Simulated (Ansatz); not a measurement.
Bond stretch in BH, singlet.

RHF/cc-pVDZ (Ansatz, an electronic-structure program); RMP2 = Ansatz with MP2 on RHF/cc-pVDZ, frozen core; UHF/cc-pVDZ (Ansatz); UMP2 = MP2 on UHF/cc-pVDZ, frozen core in Ansatz; UCCSD = Ansatz with CCSD on UHF/cc-pVDZ, frozen core; UCCSD(T) = CCSD(T) on UHF/cc-pVDZ, frozen core run with Ansatz; RKS-B3LYP = restricted B3LYP/cc-pVDZ (Ansatz); UKS-B3LYP = unrestricted B3LYP/cc-pVDZ run with Ansatz; RKS-PBE0 = restricted PBE0/cc-pVDZ (Ansatz); UKS-PBE0 = unrestricted PBE0/cc-pVDZ in Ansatz; RKS-PBE = restricted PBE/cc-pVDZ run with Ansatz; UKS-PBE = unrestricted PBE/cc-pVDZ (Ansatz); FCI = full CI/cc-pVDZ, frozen core (Ansatz).

All curves are set to zero at 1.26 Å and compared with full CI in the same basis at 1.26, 1.31, 1.39, 1.43, 1.56, 1.65, 1.87, 2.08, 2.20, 2.51, 2.72, 3.03, 3.37, 3.73, 4.38, 4.98 Å.

Q: Which method stays most parallel to full CI over these points, and which least?

A: UCCSD(T) has the smallest spread and RHF the largest. In order (mEh): UCCSD(T) 4.28, UCCSD 6.33, UKS-B3LYP 6.43, UKS-PBE 6.67, UKS-PBE0 7.85, UMP2 27.00, UHF 40.31, RKS-PBE 51.56, RMP2 55.62, RKS-B3LYP 67.69, RKS-PBE0 77.11, RHF 140.77.

Errors against full CI at some of the points (mEh):

| method | 1.56 Å | 1.87 Å | 2.51 Å | 3.03 Å | 4.98 Å |
|---|---|---|---|---|---|
| UCCSD(T) | 0.0 | 0.1 | 3.2 | 3.6 | -0.2 |
| UCCSD | 0.3 | 1.1 | 5.5 | 3.7 | -0.8 |
| UKS-B3LYP | 0.0 | 1.2 | 6.4 | 4.2 | 4.0 |
| UKS-PBE | -2.9 | -4.3 | 1.7 | 2.0 | 1.2 |
| UKS-PBE0 | 0.4 | 2.2 | 7.8 | 3.8 | 0.7 |
| UMP2 | 3.6 | 10.8 | 6.5 | -4.8 | -11.0 |
| UHF | 7.4 | 16.0 | -3.6 | -17.3 | -24.3 |
| RKS-PBE | -3.3 | -4.8 | 2.0 | 14.7 | 46.8 |
| RMP2 | 2.7 | 7.3 | 23.4 | 40.4 | 42.0 |
| RKS-B3LYP | 0.0 | 1.1 | 11.8 | 27.5 | 67.7 |
| RKS-PBE0 | -0.3 | 1.4 | 14.4 | 32.1 | 76.8 |
| RHF | 5.2 | 12.3 | 35.8 | 62.7 | 140.8 |

The restricted form behind RHF, RMP2, RKS-B3LYP, RKS-PBE0, RKS-PBE keeps the bonding electrons paired and can't separate into open-shell fragments. The T1 diagnostic of CCSD on the restricted reference of RMP2 exceeds 0.045 at 2.51 to 4.98 Å. The unrestricted determinant behind UHF, UMP2, UCCSD, UCCSD(T) is spin-contaminated at 0.98 to 4.98 Å (<S²> up to 1.0, against 0.00 for a pure singlet). The unrestricted determinant behind UKS-B3LYP is spin-contaminated at 0.98 to 1.31, 2.51 to 4.98 Å (<S²> up to 1.0, against 0.00 for a pure singlet). The unrestricted determinant behind UKS-PBE0 is spin-contaminated at 0.98 to 1.56, 2.20 to 4.98 Å (<S²> up to 1.0, against 0.00 for a pure singlet). The unrestricted determinant behind UKS-PBE is spin-contaminated at 0.98 to 1.43, 2.51 to 4.98 Å (<S²> up to 1.0, against 0.00 for a pure singlet).
